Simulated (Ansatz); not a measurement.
Consider the formal exchange of groups at the Si–I bond: `[SiH3]I` + trimethylarsine → `C[As](C)[SiH3]` + `CI`.

Calculated with Ansatz (gas phase, PBE0-D4/def2-TZVP geometries, no zero-point term in ΔE). CCSD(T)/CBS adds triple-zeta CCSD(T) − MP2 to the extrapolated MP2 energy (def2 sets, frozen cores). DFT in def2-TZVPP. Elements past krypton have def2 core potentials. For As, I outer-core shells are correlated without core-valence functions, which leaves a few kJ/mol of doubt a bond. Scalar relativity is left out up to krypton.

Question: Is it downhill or uphill in electronic energy at CCSD(T)/CBS, and by how much? (Estimate.)

Answer: The calculation gave: Uphill: ΔE = +82.0 kJ/mol.

Question: What do these levels give: PBE-D4, BLYP-D4, CAM-B3LYP-D4, B2PLYP, HF/def2-QZVPP, MP2/CBS(def2)? (An estimate is asked.)

Answer: Ansatz gave: PBE-D4 72.1, BLYP-D4 70.2, CAM-B3LYP-D4 82.1, B2PLYP 82.3, HF/def2-QZVPP 94.4, MP2/CBS(def2) 88.7 kJ/mol.

Largest T1 diagnostic among the species: 0.011.

From BLYP to BHLYP (50 % exact exchange), in def2-TZVPP and without D4, ΔE moves by +13.3 kJ/mol. In def2-TZVPP, CCSD(T) changes the Hartree–Fock value by −12.0 kJ/mol (the triples alone add −2.5 kJ/mol) and MP2 by −5.3 kJ/mol.
